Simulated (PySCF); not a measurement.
Planning an EPR job on `c1ccc(N)cc1[C]=[N-]` [radical].

Method: UKS B3LYP, pcH-1 on C H N, non-relativistic, mean-field spin-orbit, GIAO (PySCF 2.14.0). Geometry: GFN2-xTB. Work: unrestricted SCF, g, hyperfine, density and orbital grids written, density fitting. The command runs a driver script over a list of jobs; the input below is this job's line of settings and its coordinates in Å.

Command:
```bash
OMP_NUM_THREADS=1 python probes_run.py task.json out
```

Input:
```
{"job": {"kind": "epr", "basis": "pcH-1"}, "charge": -1, "multiplicity": 2}
N     -3.036868    -2.497309    -0.057390
C     -2.209087    -1.664463    -0.018229
C     -1.245270    -0.692009     0.020988
C     -1.584094     0.699417     0.030963
C     -0.612368     1.654191     0.053696
C      0.753999     1.315308     0.066878
C      1.110053    -0.046949     0.067452
N      2.489826    -0.391661     0.146201
C      0.156259    -1.024951     0.036906
H     -2.633676     0.974799     0.015118
H     -0.887224     2.706440     0.055886
H      1.519040     2.081496     0.083394
H      2.660668    -1.321361    -0.219561
H      3.071835     0.287274    -0.330985
H      0.442493    -2.072234     0.026771
```

Hardware: Arm Neoverse V1, one thread, shared host with 32 logical CPUs at a one-minute load of 35. PySCF's memory limit was set to 1600 MB.

How large is the basis?

285 functions.

Question: Which is nearest to the wall time?
A. 1.8 h
B. 14 s
C. 1.8 min
D. 15 min

Answer: C. The run took 1.8 min. CPU seconds by part: SCF 53, spin–orbit mean field 8.9, g tensor 40, hyperfine 0.3.

How much memory does it need at the peak?

About 1.1 GiB. Peak memory is the resident size of the whole Python process, interpreter and libraries included.

At this speed, how long would 5000 such jobs take on 96 cores, one job a core?

5000/96 gives 53 rounds of 1.8 min, about 95 min of wall time and 150 core-hours, if the jobs don't slow each other.

The host was shared with other jobs, so the times are rough.

The run converged: ⟨S²⟩ 0.760; g_iso 2.0026.
